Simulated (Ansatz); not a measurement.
Total energies of SiAu₂ (the lowest singlet isomer of a short search) from Ansatz at PBE0-D4/def2-TZVP, gas phase (1 Eh = 27.2114 eV = 2625.5 kJ/mol). The reference geometry is relaxed at PBE-D4/def2-TZVP.

Cartesian coordinates in Å:
```
Au -1.214 1.192 0.352
Au 0.293 -1.681 -0.330
Si 0.922 0.489 -0.021
```

```
                 state                     geometry  energy (Eh)
      charge 0 singlet                    reference   -560.87342
      charge 1 doublet                    reference   -560.57026
      charge 0 triplet  relaxed at PBE-D4/def2-TZVP   -560.83809
      charge 0 quintet  relaxed at PBE-D4/def2-TZVP   -560.74025
free Au atom (doublet)                            –   -135.70229
free Si atom (triplet)                            –   -289.24943
```

In the def2 sets Au takes a core potential; there is no spin–orbit coupling.

Task: Work out the vertical ionisation energy to the doublet.

Result: E(charge 1 doublet) − E(charge 0 singlet) = -560.57026 − (-560.87342) = 0.30316 Eh = 8.25 eV. For comparison, −ε of the highest occupied level is 6.50 eV at this level, 1.75 eV less.

Task: Which of the charge 0 states is lowest, and how far above it are the others?

Result: The singlet. triplet: -560.83809 − (-560.87342) = 0.03533 Eh = 92.8 kJ/mol; quintet: -560.74025 − (-560.87342) = 0.13317 Eh = 349.6 kJ/mol.

Task: What is the binding energy per atom against free atoms?

Result: Atoms: 2 × (-135.70229) + 1 × (-289.24943) = -560.65401 Eh. Binding: -560.65401 − (-560.87342) = 0.21941 Eh = 5.97 eV, or 1.99 eV for each of 3 atoms (no zero-point energy, no counterpoise term).

The structure comes from a short search, and lower isomers may exist.
